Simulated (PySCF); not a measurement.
Property card for `CC#CCS[SiH2]C`

C5H10SSi.
Geometry (GFN2-xTB, Å), atoms numbered from 1 in this order:
```xyz
17
C5H10SSi angstrom
C      3.3941    0.9113    0.3793
C      2.3111    0.1966   -0.2589
C      1.4334   -0.3978   -0.8205
C      0.3355   -1.1080   -1.4194
S     -1.0626   -1.3509   -0.2403
Si    -1.6755    0.6851    0.0524
C     -3.2143    0.6258    1.1446
H      3.5567    1.8679   -0.1173
H      4.3108    0.3244    0.3273
H      3.1506    1.0921    1.4261
H      0.6371   -2.1153   -1.7096
H     -0.0540   -0.5746   -2.2879
H     -1.9605    1.2382   -1.2735
H     -0.5752    1.4158    0.6761
H     -2.9979    0.1671    2.1048
H     -3.5844    1.6291    1.3281
H     -4.0119    0.0547    0.6789
```

Structural features include: alkyne, Si–H bond and C–Si bond.

From GFN2-xTB geometry:

```
Point group of the GFN2-xTB geometry                  : C1
Rotational constants A, B, C of the GFN2-xTB geometry : 2.830, 0.871, 0.720 GHz
```

From PBE0/def2-SVPD ground state and vertical TDDFT (core frozen in the response) (PySCF):

```
Dipole moment                                                     : 1.55 D
HOMO energy                                                       : -6.72 eV
LUMO energy                                                       : -0.02 eV
HOMO–LUMO gap                                                     : 6.70 eV
Lowest singlet excitation                                         : 5.26 eV (236 nm, f = 0.001)
Strongest line among the 8 lowest singlet transitions             : S5 at 6.27 eV (198 nm, f = 0.045)
Lowest triplet excitation (Tamm–Dancoff)                          : 4.76 eV
Static isotropic polarisability                                   : 108.9 au
Electronic spatial extent ⟨r²⟩ about the centre of nuclear charge : 1642 bohr²
```

Monoisotopic mass (most abundant isotopes): 130.0272 u.

In atomic units the dipole is 0.61 e·bohr (1 au = 2.5417 D). The 8 singlets span 5.26 to 6.69 eV, and their oscillator strengths add up to 0.13. The polarisability is 16.14 Å³ as a volume (1 au = 0.148185 Å³), or 1.56 au for each of the 70 electrons. No computed singlet falls in the visible range (750 to 380 nm, 1.65 to 3.26 eV); S1 lies 2.00 eV above its blue end. With B = h/(8π²I), that is 505.379 GHz u Å² over I, the principal moments of inertia are 178.6, 580.1 and 702.1 u Å² (most abundant isotopes). The vertical singlet–triplet gap S1 − T1 is 0.50 eV (TDDFT singlet less Tamm–Dancoff triplet; S1: HOMO→LUMO, weight 0.94; T1: HOMO→LUMO, weight 0.77).

Isolated species at its GFN2-xTB geometry (one conformer only).
